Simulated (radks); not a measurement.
Values are calculated unless marked as measured or tabulated.
Task: Species: Lu II. Configuration: [Kr] 4d10 4f14 5s1 5p6 6s2 5d1 (not the ground configuration). Code: a radial shooting solver on a logarithmic mesh with Libxc functionals. Model: Dirac Kohn-Sham, LDA (Slater exchange, Perdew-Wang correlation), spin-unpolarised, spherical densities, finite nucleus; open shells fill j = l - 1/2 first; Fermi nuclear charge, rms radius 5.37 fm.

Spin-orbit splittings of the eigenvalues, e(l+1/2) - e(l-1/2), with zeta = 2 splitting/(2l+1) and mean radii in bohr:

shell  occ.  splitting (eV)  zeta (eV)  <r> j=l-1/2  <r> j=l+1/2
2p        6            1116      744.2      0.06743      0.07504
3p        6           238.0      158.7       0.2021       0.2164
3d       10           52.02      20.81       0.1899       0.1943
4p        6           54.33      36.22       0.4852       0.5182
4d       10               ?          ?       0.5412       0.5528
4f       14           1.545     0.4414       0.7026       0.7163
5p        6           7.318      4.879        1.290        1.396
5d        1          0.5395     0.2158        2.151        2.219
5f        0       0.0006414  0.0001833        12.13        12.15
6p        0          0.7109     0.4739        3.849        4.115
6d        0         0.05823    0.02329        7.180        7.334

Estimate the 4d splitting.

Result: 9.918 eV (zeta = 3.967 eV).
